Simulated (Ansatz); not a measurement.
C₉H₂₀BrN⁻, that is N-butyl-N-methylpyrrolidinium bromide with one electron more. Total charge -1; doublet. Geometry PBE-D4/def2-SVP, that of the neutral singlet; atoms count from 1.

```xyz
31

C    -2.556   -0.663    3.336
C    -1.836   -1.210    2.104
C    -1.035   -0.136    1.352
C    -0.395   -0.735    0.110
N     0.491    0.203   -0.688
C    -0.284    1.422   -1.116
C     1.005   -0.526   -1.925
C     2.212    0.293   -2.382
C     2.739    1.004   -1.101
C     1.768    0.593    0.018
H    -1.842   -0.224    4.065
H    -3.122   -1.460    3.860
H    -3.280    0.132    3.059
H    -1.153   -2.038    2.402
H    -2.572   -1.659    1.400
H    -0.277    0.308    2.038
H    -1.733    0.678    1.063
H    -1.177   -1.059   -0.630
H     0.248   -1.600    0.370
H    -1.177    1.044   -1.682
H     0.355    2.043   -1.766
H    -0.568    1.996   -0.217
H     1.304   -1.533   -1.572
H     0.133   -0.640   -2.619
H     1.924    1.030   -3.157
H     2.972   -0.367   -2.841
H     3.770    0.699   -0.839
H     2.757    2.104   -1.230
H     1.556    1.381    0.763
H     2.117   -0.313    0.552
Br   -2.344   -0.767   -2.728
```

The highest occupied level of the charge -1 doublet lies above zero (up to 3.15 eV). By energy differences it is unbound by 1.77 eV (vertical, against the charge 0 singlet, at PBE0-D4/def2-SVP) and held by the finite basis.

(1) Estimate the Mulliken populations of the heavy atoms from the PBE0/def2-SVP orbitals of Ansatz.

(2) Where does the spin sit?

(3) And the Mayer bond orders between heavy atoms (over 0.3)?

## Answers

(1) 
```json
{"atom": "C1", "charge (e)": "-0.06", "spin (α − β)": "-0.01"}
{"atom": "C2", "charge (e)": "-0.12", "spin (α − β)": "0.01"}
{"atom": "C3", "charge (e)": "-0.03", "spin (α − β)": "-0.03"}
{"atom": "C4", "charge (e)": "0.10", "spin (α − β)": "0.00"}
{"atom": "N5", "charge (e)": "-0.43", "spin (α − β)": "-0.01"}
{"atom": "C6", "charge (e)": "0.12", "spin (α − β)": "-0.05"}
{"atom": "C7", "charge (e)": "0.10", "spin (α − β)": "-0.02"}
{"atom": "C8", "charge (e)": "0.02", "spin (α − β)": "-0.05"}
{"atom": "C9", "charge (e)": "0.03", "spin (α − β)": "-0.05"}
{"atom": "C10", "charge (e)": "0.26", "spin (α − β)": "-0.09"}
{"atom": "Br31", "charge (e)": "-0.74", "spin (α − β)": "0.00"}
```
Mulliken values depend strongly on the basis.

(2) Summed by element: C -0.28, N -0.01, H 1.29, Br 0.00, of 1 unpaired in all. Largest on single atoms: H30 0.25, H29 0.15, H27 0.15.

(3) C1–C2 1.09 (1.53 Å); C2–C3 1.07 (1.54 Å); C3–C4 1.07 (1.52 Å); C4–N5 0.87 (1.52 Å); N5–C6 0.89 (1.51 Å); N5–C7 0.86 (1.53 Å); N5–C10 0.87 (1.51 Å); C7–C8 1.09 (1.53 Å); C8–C9 1.08 (1.56 Å); C9–C10 1.11 (1.54 Å).
